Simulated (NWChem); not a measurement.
# BiBr$_{2}$, doublet; SMILES [Br][Bi][Br]

In the optimisation the excess spin sits in b2 (C2v, its own frame). This build's default masses of Se (78.918 u) and Br (79.917 u) are each other's, which moves their modes by up to 0.6 %. This spin state was assumed; another may lie lower. def2 effective core potentials on Bi; no spin-orbit coupling.

Task: Give the equilibrium geometry at PBE0/def2-SVP with def2 effective core potentials on Bi, spin-unrestricted (NWChem) as an XYZ file, with the point group.

Result: point group C2v; any orientation.
```
3

Bi     0.0000     0.0000     0.7348
Br    -2.0133     0.0000    -0.9230
Br     2.0133     0.0000    -0.9230
```
